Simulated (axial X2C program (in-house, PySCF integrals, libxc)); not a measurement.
TeF along the bond: PBE0, two-component

All values were computed with an axial X2C code built on PySCF integrals. Two-component (2c) means X2C with spin–orbit coupling and atomic mean-field two-electron Coulomb and Gaunt terms. Basis: Te dyall-cv3z [11s12p8d4f1g], F dyall-av3z [7s6p3d2f] (cores contracted in-house); Gaussian nuclei, density fitting, unrestricted open shells. Masses: Te 129.906 u, F 18.998 u.

State: Ω = 3/2 (⟨Sz⟩ = 0.51, ⟨Lz⟩ = 0.99 at PBE0). Dipoles are positive if F is the positive end.

```json
{"R (Å)": "1.668", "μ (D)": "-0.702", "HOMO (eV)": "-6.20", "LUMO (eV)": "-3.68"}
{"R (Å)": "1.744", "μ (D)": "-1.160", "HOMO (eV)": "-6.38", "LUMO (eV)": "-3.85"}
{"R (Å)": "1.802", "μ (D)": "-1.495", "HOMO (eV)": "-6.51", "LUMO (eV)": "-3.96"}
{"R (Å)": "1.859", "μ (D)": "-1.822", "HOMO (eV)": "-6.63", "LUMO (eV)": "-4.08"}
{"R (Å)": "1.917", "μ (D)": "-2.141", "HOMO (eV)": "-6.76", "LUMO (eV)": "-4.18"}
{"R (Å)": "1.984", "μ (D)": "-2.502", "HOMO (eV)": "-6.89", "LUMO (eV)": "-4.31"}
{"R (Å)": "2.051", "μ (D)": "-2.851", "HOMO (eV)": "-7.02", "LUMO (eV)": "-4.42"}
{"R (Å)": "2.138", "μ (D)": "-3.284", "HOMO (eV)": "-7.18", "LUMO (eV)": "-4.56"}
{"R (Å)": "2.243", "μ (D)": "-3.791", "HOMO (eV)": "-7.36", "LUMO (eV)": "-4.71"}
{"R (Å)": "2.396", "μ (D)": "-4.501", "HOMO (eV)": "-7.59", "LUMO (eV)": "-4.89"}
```

The minimum lies at 1.913 Å. What is the dipole moment there, and its slope?

At PBE0, 2c, with the sign and origin stated: μ = -2.12 D, dμ/dR = -5.48 D/Å.

Occupations by symmetry block were frozen at the best pattern of an incomplete PBE0 search. Density functionals use the spin component along the axis (collinear). The functionals have no current-density term, which raises determinants with orbital currents, atoms included.
